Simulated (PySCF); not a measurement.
# Basis-set dependence of population analyses: `FC1C=COC=C1`

Compound: C5H5FO.
Geometry (PBE0-D3(BJ)/def2-SVP, Å), atoms numbered from 1 in this order:
```
atom  x, y, z in Å
F1    -0.6917   -0.3085    2.0971
C2    -0.7542   -0.5184    0.7142
C3     0.5250   -1.1196    0.2461
C4     1.3815   -0.4505   -0.5347
O5     1.1447    0.7788   -1.0423
C6    -0.0459    1.3459   -0.7512
C7    -0.9816    0.7790    0.0202
H8    -1.6053   -1.2082    0.5734
H9     0.8013   -2.1161    0.5956
H10    2.3479   -0.8378   -0.8614
H11   -0.1583    2.3132   -1.2434
H12   -1.9218    1.3102    0.1794
```

PBE0 throughout (PySCF), one geometry, spherical d and f functions. Isolated species at its PBE0-D3(BJ)/def2-SVP geometry, gas phase. Atoms taken as equivalent share a column and are averaged. The first 7 of 8 kinds of atom are listed.

Mulliken charges (e):

```tsv
basis	functions	F1	C2	C3/C7	C4/C6	O5	H8	H9/H12
STO-3G	40	-0.120	+0.027	-0.123	+0.019	-0.158	+0.076	+0.089
6-31G	73	-0.343	+0.068	-0.199	+0.114	-0.521	+0.171	+0.189
pcSseg-0	73	-0.387	+0.049	-0.304	+0.167	-0.667	+0.249	+0.252
6-31G*	108	-0.358	+0.195	-0.262	+0.101	-0.436	+0.155	+0.186
cc-pVDZ	123	-0.256	+0.260	-0.155	+0.168	-0.205	+0.033	+0.028
def2-SVP	123	-0.292	+0.362	-0.177	+0.154	-0.262	+0.033	+0.050
aug-cc-pVDZ	206	-0.568	+0.927	+0.681	+0.439	-0.441	-0.227	-0.484
6-311+G(2d,p)	219	-0.236	-0.297	+0.145	-0.023	-0.333	+0.124	+0.115
def2-TZVP	247	-0.230	+0.220	-0.242	+0.030	-0.196	+0.077	+0.134
cc-pVTZ	280	-0.239	+0.249	-0.239	+0.002	-0.140	+0.056	+0.130
IGLO-III	295	-0.269	+0.056	-0.094	+0.043	-0.229	+0.090	+0.112
pcSseg-2	322	-0.307	+0.408	-0.185	+0.204	-0.340	+0.007	+0.039
```

IAO charges (e):

```
        basis  functions      F1      C2   C3/C7   C4/C6      O5      H8  H9/H12
       STO-3G         40  -0.146  +0.015  -0.208  -0.017  -0.124  +0.122  +0.145
        6-31G         73  -0.327  +0.129  -0.231  +0.033  -0.251  +0.148  +0.170
     pcSseg-0         73  -0.313  +0.120  -0.237  +0.043  -0.245  +0.148  +0.167
       6-31G*        108  -0.335  +0.165  -0.233  +0.059  -0.266  +0.134  +0.160
      cc-pVDZ        123  -0.338  +0.164  -0.236  +0.056  -0.261  +0.136  +0.162
     def2-SVP        123  -0.339  +0.164  -0.231  +0.059  -0.259  +0.134  +0.159
  aug-cc-pVDZ        206  -0.357  +0.163  -0.239  +0.057  -0.267  +0.144  +0.168
6-311+G(2d,p)        219  -0.357  +0.162  -0.239  +0.058  -0.269  +0.144  +0.167
    def2-TZVP        247  -0.356  +0.166  -0.240  +0.060  -0.270  +0.142  +0.167
      cc-pVTZ        280  -0.352  +0.166  -0.240  +0.059  -0.269  +0.141  +0.166
     IGLO-III        295  -0.357  +0.163  -0.240  +0.058  -0.270  +0.144  +0.168
     pcSseg-2        322  -0.356  +0.165  -0.240  +0.060  -0.270  +0.143  +0.167
```

Hirshfeld charges (e):

| basis | functions | F1 | C2 | C3/C7 | C4/C6 | O5 | H8 | H9/H12 |
| --- | --- | --- | --- | --- | --- | --- | --- | --- |
| STO-3G | 40 | -0.098 | +0.091 | -0.080 | +0.037 | -0.051 | +0.007 | +0.030 |
| 6-31G | 73 | -0.161 | +0.064 | -0.085 | +0.033 | -0.091 | +0.039 | +0.057 |
| pcSseg-0 | 73 | -0.153 | +0.062 | -0.086 | +0.033 | -0.071 | +0.035 | +0.052 |
| 6-31G* | 108 | -0.150 | +0.060 | -0.084 | +0.032 | -0.081 | +0.036 | +0.054 |
| cc-pVDZ | 123 | -0.135 | +0.049 | -0.088 | +0.029 | -0.060 | +0.036 | +0.052 |
| def2-SVP | 123 | -0.142 | +0.052 | -0.087 | +0.032 | -0.066 | +0.037 | +0.053 |
| aug-cc-pVDZ | 206 | -0.145 | +0.040 | -0.089 | +0.034 | -0.083 | +0.045 | +0.058 |
| 6-311+G(2d,p) | 219 | -0.148 | +0.041 | -0.088 | +0.034 | -0.085 | +0.045 | +0.058 |
| def2-TZVP | 247 | -0.144 | +0.042 | -0.088 | +0.034 | -0.080 | +0.043 | +0.057 |
| cc-pVTZ | 280 | -0.141 | +0.043 | -0.088 | +0.033 | -0.075 | +0.041 | +0.055 |
| IGLO-III | 295 | -0.144 | +0.040 | -0.088 | +0.034 | -0.082 | +0.044 | +0.057 |
| pcSseg-2 | 322 | -0.145 | +0.040 | -0.087 | +0.034 | -0.082 | +0.044 | +0.057 |

ESP-fitted charges (e):

```csv
basis,functions,F1,C2,C3/C7,C4/C6,O5,H8,H9/H12
STO-3G,40,-0.181,+0.466,-0.368,+0.208,-0.242,-0.040,+0.106
6-31G,73,-0.376,+0.901,-0.633,+0.325,-0.420,-0.080,+0.197
pcSseg-0,73,-0.375,+0.902,-0.661,+0.342,-0.431,-0.072,+0.206
6-31G*,108,-0.289,+0.641,-0.499,+0.178,-0.260,-0.034,+0.176
cc-pVDZ,123,-0.302,+0.696,-0.523,+0.183,-0.245,-0.044,+0.176
def2-SVP,123,-0.322,+0.771,-0.569,+0.239,-0.295,-0.058,+0.182
aug-cc-pVDZ,206,-0.350,+0.865,-0.632,+0.250,-0.294,-0.070,+0.200
"6-311+G(2d,p)",219,-0.349,+0.840,-0.621,+0.229,-0.286,-0.062,+0.203
def2-TZVP,247,-0.330,+0.798,-0.601,+0.225,-0.275,-0.057,+0.196
cc-pVTZ,280,-0.316,+0.742,-0.559,+0.204,-0.261,-0.050,+0.186
IGLO-III,295,-0.341,+0.823,-0.608,+0.234,-0.284,-0.061,+0.196
pcSseg-2,322,-0.354,+0.878,-0.642,+0.263,-0.304,-0.072,+0.201
```

Some averages cover members that differ in this geometry, most widely: C4/C6, ESP-fitted in 6-311+G(2d,p) +0.214 to +0.244; C4/C6, ESP-fitted in aug-cc-pVDZ +0.235 to +0.265; C4/C6, ESP-fitted in IGLO-III +0.219 to +0.248; C4/C6, ESP-fitted in pcSseg-2 +0.249 to +0.277 e.

Question: Which scheme is steadiest as the basis changes?

Answer: Largest range over the bases for any column: Hirshfeld 0.06 e, IAO 0.21 e, ESP-fitted 0.44 e, Mulliken 1.22 e. Hirshfeld charges move least and Mulliken charges most, counted in e. Without the minimal STO-3G basis the ranges are Hirshfeld 0.03, IAO 0.05, ESP-fitted 0.26, Mulliken 1.22 e.

Question: How much do the charges still move between the two largest bases, IGLO-III and pcSseg-2?

Answer: At most, over all atoms: Mulliken 0.353 e, IAO 0.002 e, Hirshfeld 0.001 e, ESP-fitted 0.055 e.

Question: What do the same runs give for the total energy, the frontier levels and the dipole moment?

Answer: 
| basis | energy (Eh) | HOMO (eV) | LUMO (eV) | μ (D) |
| --- | --- | --- | --- | --- |
| STO-3G | -363.3499 | -4.23 | 2.91 | 0.99 |
| 6-31G | -368.0497 | -6.87 | 0.07 | 1.89 |
| pcSseg-0 | -367.3075 | -7.16 | -0.21 | 1.92 |
| 6-31G* | -368.1454 | -6.71 | 0.24 | 1.72 |
| cc-pVDZ | -368.1782 | -6.84 | 0.03 | 1.78 |
| def2-SVP | -367.8833 | -6.96 | -0.08 | 1.78 |
| aug-cc-pVDZ | -368.2061 | -7.05 | -0.28 | 1.90 |
| 6-311+G(2d,p) | -368.2673 | -7.08 | -0.29 | 1.93 |
| def2-TZVP | -368.3012 | -7.03 | -0.20 | 1.85 |
| cc-pVTZ | -368.2865 | -6.99 | -0.14 | 1.81 |
| IGLO-III | -368.3071 | -7.06 | -0.27 | 1.89 |
| pcSseg-2 | -368.3003 | -7.08 | -0.28 | 1.91 |

The dipole is fixed by the density alone, so its range of 0.94 D shows that the density itself changes with the basis, not only its division among atoms.
